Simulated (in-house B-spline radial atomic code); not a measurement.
## Ionising the rhenium ion Re⁵⁺ with different functionals

Computed with a radial B-spline atomic code at the basis-set limit: scalar-relativistic (spin-free X2C) Hamiltonian, Fermi nucleus of rms radius 5.3698 fm, spin-polarised at highest spin, spherical fractional occupations for the functionals, the average over the highest-spin determinants for Hartree-Fock. The ionisation energy is the difference of two self-consistent energies, [Xe] 4f14 5d2 → [Xe] 4f14 5d1, without Breit or QED terms; ε is the level of the shell that loses the electron (its least bound occupied spin orbital). There is no spin-orbit coupling in this Hamiltonian.

Hybrids are left out here: with spherical fractional occupations of an open shell their exact exchange keeps a self-interaction that integer-occupation calculations don't have.

| method | rung | ΔSCF (eV) | -ε(5d) (eV) |
| --- | --- | --- | --- |
| Hartree-Fock | Hartree-Fock | 66.34 | 66.83 |
| LDA VWN5 | LDA | 67.68 | 60.61 |
| LDA PW92 | LDA | 67.67 | 60.60 |
| LDA exchange-only | LDA | 66.21 | 59.22 |
| PBE | GGA | 67.41 | 60.38 |
| PBEsol | GGA | 67.44 | 60.41 |
| BLYP | GGA | 67.28 | 60.21 |
| RPBE | GGA | 67.33 | 60.31 |
| PW91 | GGA | 67.50 | 60.46 |
| BP86 | GGA | 67.47 | 60.44 |
| AM05 | GGA | ? | ? |
| OLYP | GGA | 67.57 | 60.52 |
| TPSS | meta-GGA | 67.29 | 60.28 |
| SCAN | meta-GGA | ? | ? |
| r2SCAN | meta-GGA | 67.33 | 60.40 |
| revTPSS | meta-GGA | 67.29 | 60.28 |

What does AM05 give?

ΔSCF 67.43 eV, and -ε(5d) = 60.40 eV.

What does SCAN give?

ΔSCF 67.34 eV, and -ε(5d) = 60.38 eV.

How do they compare with the NIST value?

NIST lists 67 eV ± 2 (tabulated theory, ground level to ground level). Errors run from -0.79 to +0.68 eV; all lie within about twice that uncertainty, so the table can't rank the methods. Hartree-Fock also lacks correlation.
